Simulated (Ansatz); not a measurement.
One change: `[F][In]([Cl])[Cl]` becomes `[Cl][In]([Cl])[GeH3]`.

Ansatz, PBE0-D4/def2-TZVP geometries, multiplicity 1. 

Elements past krypton have def2 core potentials. Scalar relativity is left out up to krypton.

| property | `[F][In]([Cl])[Cl]` |
| --- | --- |
| size of the dipole moment (PBE/def2-TZVPP) / D | 0.93 |
| HOMO–LUMO gap (PBE/def2-TZVPP) / eV | 4.30 |
| LUMO energy (B3LYP/def2-TZVPP) / eV | -3.34 |
| LUMO energy (PBE/def2-TZVPP) / eV | -3.90 |
| HOMO energy (ωB97M-V/def2-TZVPP) / eV | -11.91 |
| size of the dipole moment (B3LYP/def2-TZVPP) / D | 1.03 |

Give the same properties after the change, and the shifts. (Estimate.)

The calculation gave: 
```csv
property,`[Cl][In]([Cl])[GeH3]`,shift
size of the dipole moment (PBE/def2-TZVPP) / D,3.70,2.77
HOMO–LUMO gap (PBE/def2-TZVPP) / eV,4.37,0.07
LUMO energy (B3LYP/def2-TZVPP) / eV,-2.30,1.04
LUMO energy (PBE/def2-TZVPP) / eV,-2.74,1.16
HOMO energy (ωB97M-V/def2-TZVPP) / eV,-10.26,1.65
size of the dipole moment (B3LYP/def2-TZVPP) / D,3.82,2.79
```

With PBE0 the HOMO rises by 1.38 eV and the LUMO rises by 0.94 eV, so the gap narrows by about 0.44 eV. PBE moves the HOMO by 1.09 eV and ωB97M-V by 1.65 eV. Dipoles are sizes alone; their direction can turn.

B3LYP here is the variant with VWN-RPA as its local correlation; programs differ in this.
